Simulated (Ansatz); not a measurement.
**Match the barriers**

Saddle point of BH2Cl3O, singlet (BHCl₂O ([OH][B]([Cl])[Cl]) + HCl → BCl₃ ([Cl][B]([Cl])[Cl]) + H₂O (still joined by a long B–O bond); bonds formed: B1–Cl6, O2–H5; bonds broken: H5–Cl6; bonds weakened to dative contacts: B1–O2), PBE0-D4/def2-TZVP structure:

| atom | x (Å) | y (Å) | z (Å) |
| --- | --- | --- | --- |
| B1 | -0.1790 | 0.4906 | -0.2668 |
| O2 | 0.3110 | -0.0851 | 1.0047 |
| Cl3 | 0.7041 | 1.8944 | -0.8373 |
| Cl4 | -1.9288 | 0.3961 | -0.4987 |
| H5 | 0.7588 | -0.9865 | 0.2736 |
| Cl6 | 0.7584 | -1.3034 | -1.2189 |
| H7 | -0.4244 | -0.4062 | 1.5433 |

Program: Ansatz 0.2.0. Basis: def2-TZVPP, with def2-QZVPP for the basis limit. Cores are frozen in the correlated methods. Extrapolation: Hartree–Fock as exp(−7.88 √X), correlation as X^−2.97. Four methods, as single points on the PBE0-D4 structures, gave these electronic barriers from the start structure: 23.84, 26.48, 29.62, 43.91 kcal/mol.

(1) The methods were, in alphabetical order, BLYP-D4, CCSD(T), HF, r2SCAN-D4. Which gave which? (A judgement: the text doesn't fix the answer.)

No T1 diagnostic of these runs exceeds 0.011. The end structure is not quite a true minimum (one mode of 32i cm⁻¹).

## Answers

(1) The calculation gives: r2SCAN-D4 23.84; BLYP-D4 26.48; CCSD(T) 29.62; HF 43.91 kcal/mol. For comparison, CCSD(T) at an estimated basis limit (MP2 extrapolated from triple and quadruple zeta, plus CCSD(T) − MP2 in triple zeta) gives 28.35 kcal/mol.

Hydrogen chloride, the by-product of chloride precursors, can attack films and sites by steps of this kind.

Labels in which every atom is bracketed show which atoms are joined, not bond orders.

For scale, one of the runs: CCSD(T)/def2-TZVPP, 216 basis functions (an equivalent command: `ansatz run in.yaml --threads 4`). The run took 87 s on 4 CPU threads (shared host), with 3.1 GiB of host memory at its peak.
